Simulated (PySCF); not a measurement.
SiHBr3, SMILES Br[SiH](Br)Br. Geometry optimised at PBE-D3(BJ)/def2-SVP.

The numbers are results of PySCF with PBE-D3(BJ)/def2-SVP, not measurements.

Harmonic wavenumbers (cm⁻¹): 101, 101, 160, 351, 468, 468, 739, 739, 2216. Rotational constants (GHz): 0.9210, 0.9210, 0.4759; symmetry number 3.

**Question.** Work out the zero-point energy and the ideal-gas rigid-rotor harmonic-oscillator thermochemistry at 298.15 K and 1 atm.

**Answer.** ZPE = ½ Σ hcν = ½ × 5341 cm⁻¹ = 31.94 kJ/mol. H − E(el) = 50.12 kJ/mol. Entropy in J/(mol K): translation 178.51, rotation 120.80, vibration 52.73, total 352.04. G − E(el) = -54.84 kJ/mol. Cp = 81.48 J/(mol K). Modes under 150 cm⁻¹ make the vibrational entropy uncertain.
